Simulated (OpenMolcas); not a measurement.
## Cr+: effect of the IPEA shift

```
Program             : OpenMolcas 26.06
Basis               : ANO-RCC-VTZP [6s5p3d2f1g]
Scalar Hamiltonian  : DKH2, point nucleus
Active space        : 5 electrons in 11 orbitals (3d 4s 4d)
State averaging     : 2S+1 = 6 even, 6 roots; 2S+1 = 4 even, 5 roots kept (CI in the orbitals of an earlier block)
Spin-orbit coupling : state interaction with AMFI integrals over the reference wave functions, term energies averaged over their components
```

Methods on the same reference wave functions:
A. CASSCF
B. SS-CASPT2, IPEA 0 Eh, imaginary shift 0.1 Eh (closed shells correlated: 3s 3p)
C. SS-CASPT2, IPEA 0.25 Eh, imaginary shift 0.1 Eh (closed shells correlated: 3s 3p)

Energies in cm⁻¹ above 3d⁵ ⁶S_5/2, the measured ground level; measured values from NIST Handbook of Basic Atomic Spectroscopic Data.

```
        Level      A      B      C  Measured
   3d⁵ ⁶S_5/2    0.0    0.0    0.0       0.0
3d⁴ 4s ⁶D_1/2   9611  11420  11270     11962
3d⁴ 4s ⁶D_3/2   9685  11500  11350     12033
3d⁴ 4s ⁶D_5/2   9808  11620  11470     12148
3d⁴ 4s ⁶D_7/2   9982  11790  11640     12304
3d⁴ 4s ⁶D_9/2  10205  12020  11870     12496
3d⁴ 4s ⁴D_1/2  19412  18970  19020     19528
3d⁴ 4s ⁴D_3/2  19523  19080  19130     19631
3d⁴ 4s ⁴D_5/2  19708  19270  19320     19798
```

Deviations, from unrounded energies. A percentage is the sum of absolute deviations over the sum of measured energies, with the sign that they share, or ± where signs differ.

```tsv
Against measurement	Levels	A	B	C
mean absolute deviation (cm-1)	8	1500	530	600
other configurations (%)	8	-10.0	-3.5	-4.0
```

B lies closest to measurement on these levels and A furthest from it. The largest miss of B in the table is 3d⁴ 4s ⁴D_1/2, by -560 cm-1. The ranking rests on the paired levels alone, and a cruder setting can come out closer through cancelling errors.

Between B and C the level of the table that moves most is 3d⁴ 4s ⁶D_9/2, by 150 cm-1 (lowest in C, highest in B). Moves below CASPT2's spread within the term are not significant.

The lowest spin-free term lies below A's lowest term by 0.394 hartree in B, 0.386 hartree in C.

CASPT2 does not keep the components of a term degenerate, so their means are used; among the terms shown or strongly mixed into the levels shown the widest spread is 31 cm-1 (3d⁴ 4s ⁴D, C). Terms from blocks run as CI alone lack orbitals of their own. Active for correlation alone: 4d; no level in the range computed is led by a configuration that fills it, so any true level of that kind is missing. Without dynamic correlation excited terms often stand tens of per cent too high (terms of higher spin than the ground term too low), and those without a measured partner can miss by more than the paired ones (holds for A). Computed and measured levels are paired by configuration, term and J; levels that our copy of the source lacks, or whose pairing is in doubt (as where it misses far off the trend of its configuration), stay unpaired and out of the deviations. Levels of configurations outside the active space are missing. Levels that lie high or do not pair safely by name in every column are left out.
